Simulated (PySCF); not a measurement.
Compound: chlorobenzene, C₆H₅Cl.
Bonds: Cl1–C2, C2–C3 (aromatic), C3–C4 (aromatic), C4–C5 (aromatic), C5–C6 (aromatic), C6–C7 (aromatic), C2–C7 (aromatic). Hydrogens: H8 on C3; H9 on C4; H10 on C5; H11 on C6; H12 on C7.

Method: CAM-B3LYP/def2-SV(P) geometry optimisation, gas phase in PySCF; density fitting, grid level 1; the optimiser is geomeTRIC in internal coordinates, started from a GFN2-xTB structure.

Step 0: E = -18813.8832 eV
```
atom  x, y, z in Å  |  force x, y, z in eV/Å
Cl1     4.1701    0.4300    0.0109    0.268   0.022  -0.001
C2      2.4440    0.3047    0.0126    0.211   0.013   0.003
C3      1.6763    1.4578    0.0278   -0.020  -0.051  -0.003
C4      0.2964    1.3503    0.0293    0.028  -0.064   0.006
C5     -0.3083    0.1046    0.0174   -0.019   0.002  -0.002
C6      0.4706   -1.0403    0.0020    0.019   0.057   0.008
C7      1.8516   -0.9476   -0.0002   -0.028   0.061  -0.003
H8      2.1544    2.4247    0.0390    0.247   0.411   0.001
H9     -0.3065    2.2459    0.0412   -0.281   0.420   0.006
H10    -1.3850    0.0263    0.0214   -0.500  -0.038  -0.003
H11     0.0039   -2.0137   -0.0068   -0.222  -0.461  -0.006
H12     2.4648   -1.8350   -0.0110    0.299  -0.370  -0.006
```

Step 1: E = -18813.9113 eV
```
atom  x, y, z in Å  |  force x, y, z in eV/Å
Cl1     4.1942    0.4321    0.0099   -0.153  -0.011   0.001
C2      2.4534    0.3055    0.0131    0.072   0.007  -0.003
C3      1.6791    1.4626    0.0281    0.084   0.076   0.003
C4      0.2912    1.3551    0.0303   -0.051   0.065   0.000
C5     -0.3197    0.1036    0.0175   -0.056  -0.004   0.002
C6      0.4660   -1.0463    0.0027   -0.043  -0.069  -0.002
C7      1.8548   -0.9514    0.0003    0.096  -0.069   0.001
H8      2.1684    2.4393    0.0382   -0.016  -0.024  -0.001
H9     -0.3186    2.2639    0.0422    0.028  -0.034  -0.001
H10    -1.4107    0.0243    0.0195    0.035   0.002  -0.001
H11    -0.0060   -2.0338   -0.0072    0.024   0.037   0.000
H12     2.4801   -1.8472   -0.0111   -0.019   0.023  -0.001
```

Question: Estimate the geometry and energy of step 2. (The exact step hangs on the optimiser's Hessian estimate; all steps are aligned on step 1, rigid shifts and turns removed.)

Answer: E = -18813.9117 eV, largest force 0.094 eV/Å
```
atom  x, y, z in Å  |  force x, y, z in eV/Å
Cl1     4.1844    0.4376    0.0101    0.005  -0.030   0.000
C2      2.4491    0.3038    0.0130    0.085   0.039   0.000
C3      1.6805    1.4651    0.0282   -0.047  -0.041   0.000
C4      0.2920    1.3572    0.0304    0.008  -0.001   0.000
C5     -0.3170    0.1039    0.0177   -0.034  -0.004   0.000
C6      0.4661   -1.0488    0.0027    0.003   0.004   0.000
C7      1.8557   -0.9561    0.0003   -0.009   0.037   0.000
H8      2.1714    2.4401    0.0380    0.002  -0.010   0.000
H9     -0.3175    2.2648    0.0421   -0.005  -0.004   0.000
H10    -1.4070    0.0251    0.0195   -0.003  -0.001   0.000
H11    -0.0068   -2.0345   -0.0073   -0.005   0.003   0.000
H12     2.4814   -1.8505   -0.0113    0.001   0.009   0.000
```

The energy changes by -0.0004 eV. The first-order estimate −F·Δx gives -0.0019 eV and the mean of the old and new forces, exact on a quadratic surface, -0.0004 eV. The step makes an angle of 64° with the force vector and moves no atom by more than 0.011 Å.

The cost below is that of the whole optimisation. The run took 41 s wall on one thread of an Arm Neoverse V1 (shared host), and the process peaked at 0.58 GiB of memory.
